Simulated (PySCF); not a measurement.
# A small calculation by hand: refractive index and permittivity of the vapour

GaBr2, SMILES [Br][Ga][Br], multiplicity 2.

Geometry optimised at B3LYP-D3(BJ)/def2-SVP. The multiplicity is an assumed one; no other spin state was optimised. The isomer is the one that the SMILES or the coordinates give; other isomers of the formula were not compared.

PBE0/def2-TZVPD run with PySCF gives a mean static polarisability of 81.1 bohr³ and a dipole moment of 1.67 D. Take an ideal gas at 298.15 K and 0.1 bar, whether or not the substance is that volatile.

### Question
Work out n − 1 in the optical limit and the static ε − 1.

### Answer

Polarisability volume α' = 81.1 × 0.148185 = 12.02 Å³. Number density N = p/kT = 2.43e-6 Å⁻³.
Dilute limit of Lorentz–Lorenz: n − 1 = 2π N α' = 0.00018.
Orientation term of Debye: μ²/(3kT) = 8.098 Å³ × μ²(D²) = 22.58 Å³.
ε − 1 = 4π N (α' + μ²/3kT) = 0.0011. Orientation of the dipole supplies 65 % of the static response; it can't follow optical fields. Vibrational polarisation and dispersion are left out.
